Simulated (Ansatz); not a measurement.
Calculated with Ansatz (gas phase, PBE0-D4/def2-TZVP geometries, no zero-point term in ΔE). CCSD(T)/CBS adds triple-zeta CCSD(T) − MP2 to the extrapolated MP2 energy (def2 sets, frozen cores). Each species was taken in one conformer, which may not be the lowest.

`C=C[Si](C)(F)Cl` → `C=C(CCl)[SiH2]F`  (isomerisation)

```tsv
species	MP2/def2-QZVPP energy (Eh)
`C=C[Si](C)(F)Cl`	-966.38316
`C=C(CCl)[SiH2]F`	-966.29806
```

Question: Work out ΔE.

Answer: ΔE = (-966.29806) − (-966.38316) = 0.08510 Eh = +2.32 eV. CCSD(T)/CBS gives +2.28 eV.

Largest T1 diagnostic among the species: 0.011.

From PBE to PBE0 (25 % exact exchange), in def2-TZVPP and without D4, ΔE moves by +0.06 eV.
